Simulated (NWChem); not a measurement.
System: C₄H₅Cl; SMILES C=CC(=C)Cl

Input file for NWChem:

```
start job
memory heap 200 mb stack 900 mb global 1100 mb
geometry units angstroms noautoz
  C      0.720369    -1.981587     0.000000
  C     -0.425299    -1.291750     0.000000
  C     -0.558878     0.162482     0.000000
  C     -1.735916     0.802691     0.000000
  Cl     0.916544     1.087971     0.000000
  H      1.687221    -1.472333     0.000000
  H      0.716189    -3.073647     0.000000
  H     -1.382372    -1.824601     0.000000
  H     -2.663125     0.225145     0.000000
  H     -1.798025     1.891468     0.000000
end
basis spherical
  * library def2-tzvp
end
dft
  xc xpbe96 cpbe96
  iterations 150
  semidirect filesize 400000000
  mulliken
end
task dft energy
```

Parts of the log:

```
             Northwest Computational Chemistry Package (NWChem) 7.3.0
             --------------------------------------------------------

 CS  symmetry detected

                             Geometry "geometry" -> ""
                             -------------------------

 Output coordinates in angstroms (scale by  1.889725989 to convert to a.u.)

  No.       Tag          Charge          X              Y              Z
 ---- ---------------- ---------- -------------- -------------- --------------
    1 C                    6.0000     0.71700709    -1.99021368     0.00000000
    2 C                    6.0000    -0.42857156    -1.30022831     0.00000000
    3 C                    6.0000    -0.56196223     0.15402097     0.00000000
    4 C                    6.0000    -1.73891731     0.79438240     0.00000000
    5 Cl                  17.0000     0.91357961     1.07931889     0.00000000
    6 H                    1.0000     1.68392503    -1.48108490     0.00000000
    7 H                    1.0000     0.71268566    -3.08227313     0.00000000
    8 H                    1.0000    -1.38571356    -1.83295536     0.00000000
    9 H                    1.0000    -2.66620110     0.21695649     0.00000000
   10 H                    1.0000    -1.80088531     1.88316744     0.00000000

 Effective nuclear repulsion energy (a.u.)     197.6126660820

      Symmetry information
      --------------------

 Group name             Cs
 Group number              2
 Group order               2
 No. of unique centers    10

  pbe96 is a nonlocal functional; adding pw91lda local functional.

                                 NWChem DFT Module
                                 -----------------

 Summary of "ao basis" -> "ao basis" (spherical)
 ------------------------------------------------------------------------------
       Tag                 Description            Shells   Functions and Types
 ---------------- ------------------------------  ------  ---------------------
 C                         def2-tzvp                11       31   5s3p2d1f
 Cl                        def2-tzvp                13       37   5s5p2d1f
 H                         def2-tzvp                 4        6   3s1p

      Symmetry analysis of basis
      --------------------------

        a'        134
        a"         57

            General Information
            -------------------
          SCF calculation type: DFT
          Wavefunction type:  closed shell.
          No. of atoms     :    10
          No. of electrons :    46
           Alpha electrons :    23
            Beta electrons :    23
          Charge           :     0
          Spin multiplicity:     1
          Use of symmetry is: on ; symmetry adaption is: on
          Maximum number of iterations: 150
          AO basis - number of functions:   191
                     number of shells:    77
          Convergence on energy requested:  1.00D-06
          Convergence on density requested:  1.00D-05
          Convergence on gradient requested:  5.00D-04

              XC Information
              --------------
          PerdewBurkeErnzerhof Exchange Functional  1.000
            Perdew 1991 LDA Correlation Functional  1.000 local
           PerdewBurkeErnz. Correlation Functional  1.000 non-local

             Grid Information
             ----------------
          Grid used for XC integration:  medium
          Radial quadrature: Mura-Knowles
          Angular quadrature: Lebedev.
          Tag              B.-S. Rad. Rad. Pts. Rad. Cut. Ang. Pts.
          ---              ---------- --------- --------- ---------
          C                   0.70       49          12.0       434
          Cl                  1.00       88          11.0       590
          H                   0.35       45          13.0       434
          Grid pruning is: on
          Number of quadrature shells:   509
          Spatial weights used:  Erf1

      Superposition of Atomic Density Guess
      -------------------------------------

 Sum of atomic energies:        -612.66204741

      Non-variational initial energy
      ------------------------------

 Total energy =    -615.391933
 1-e energy   =   -1231.532717
 2-e energy   =     418.528118
 HOMO         =      -0.274206
 LUMO         =      -0.046764

      Symmetry analysis of molecular orbitals - initial
      -------------------------------------------------

  Numbering of irreducible representations:

     1 a'          2 a"

  Orbital symmetries:

     1 a'          2 a'          3 a'          4 a'          5 a'
     6 a'          7 a'          8 a'          9 a"         10 a'
    11 a'         12 a'         13 a'         14 a'         15 a'
    16 a'         17 a"         18 a'         19 a'         20 a'
    21 a'         22 a"         23 a"         24 a"         25 a'
    26 a"         27 a'         28 a'         29 a'         30 a'
    31 a'         32 a'         33 a'

------------------------------------------------------------
EAF file 0: "./job.aoints.0" size=404750336 bytes
------------------------------------------------------------
               write      read    awrite     aread      wait
               -----      ----    ------     -----      ----
     calls:      772         0         0         0         0
   data(b): 4.05e+08  0.00e+00  0.00e+00  0.00e+00
   time(s): 0.00e+00  0.00e+00  0.00e+00  0.00e+00  0.00e+00
rate(mb/s): 0.00e+00  0.00e+00
------------------------------------------------------------

     ---------------------------------------------
      Total Density - Mulliken Population Analysis
     ---------------------------------------------

[...]
```

Level: PBE/def2-TZVP. Geometry: optimised at PBE0/def2-SVP.
